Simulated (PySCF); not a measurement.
**Si²⁺: excitation energy**

Si²⁺ [Ne] 3s2 (1S) → Si²⁺ [Ne] 3p2 (3P), as a difference of total energies. Calculation: PySCF 2.14, in def2-QZVPPD; no relativity, point nucleus. Correlated levels: valence and next inner shell: 1s2 frozen. The calculations carry no spin-orbit coupling.

```csv
method,excitation energy (eV)
UHF,14.913
MP2 (valence and next inner shell),15.853
SCS-MP2 (valence and next inner shell),16.113
CCSD (valence and next inner shell),15.985
CCSD(T) (valence and next inner shell),16.017
```

Task: How much does correlation contribute at CCSD(T) (valence and next inner shell)?

Result: 16.017 − (14.913) = 1.104 eV, measured against UHF.

A first-order spin-orbit estimate (lowest level to lowest level, LS coupling) adds -0.027 eV.
